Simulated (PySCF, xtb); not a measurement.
CH4MoO2S, SMILES [CH3][Mo](=[O])(=[O])[SH], multiplicity 1.

GFN2-xTB run with xtb at its own geometry gives an orbital gap of 2.91 eV and a dipole moment of 4.25 D.

Geometry: PBE0-D3(BJ)/def2-SVP. The multiplicity is an assumed one; no other spin state was optimised. The structure was generated by enumeration; whether it is a known compound was not checked. The def2 effective core potentials stand for the cores of Mo; spin–orbit coupling is left out. Other conformers were not sampled.

Question: What does PBE/def2-TZVP (PySCF) give? (Estimate from the structure and the level; the computed values follow.)

Answer: gap 3.51 eV (levels -7.23 and -3.72 eV), dipole 2.64 D.
